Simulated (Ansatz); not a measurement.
Molecule: sum formula AlOF$_{2}$H, charge 0, multiplicity 1. 
Geometry from a B3LYP-D3(BJ)/def2-TZVP (Ansatz, a program for electronic structure) optimisation:
```
Al
F 1 1.6384
F 1 1.6431 2 118.54
O 1 1.6783 2 118.97 3 180.00
H 4 0.9580 1 124.22 2 180.00
```
Charge 0, spin multiplicity 1.

Basis-set convergence of Hartree-Fock and MP2 correlation energies (hartree) with Ansatz. Cores are frozen in the correlated levels unless marked. Spin-orbit coupling is left out. Non-relativistic.

| basis | functions | E(HF) | E(corr, MP2) |
|---|---|---|---|
| cc-pV(D+d)Z | 70 | -516.46622 | -0.62447 |
| cc-pV(T+d)Z | 143 | -516.58386 | -0.82290 |
| cc-pV(Q+d)Z | 259 | -516.61482 | -0.89597 |
| cc-pV(5+d)Z | 428 | -516.62126 | -0.92716 |

Extrapolating the two largest sets (X = 4 and 5) as X^-3: E(corr) = (125·(-0.92716) - 64·(-0.89597))/61 = -0.9599 Eh, an estimate of the basis-set limit. The largest set recovers 96.6 % of it, the smallest 65.1 %.
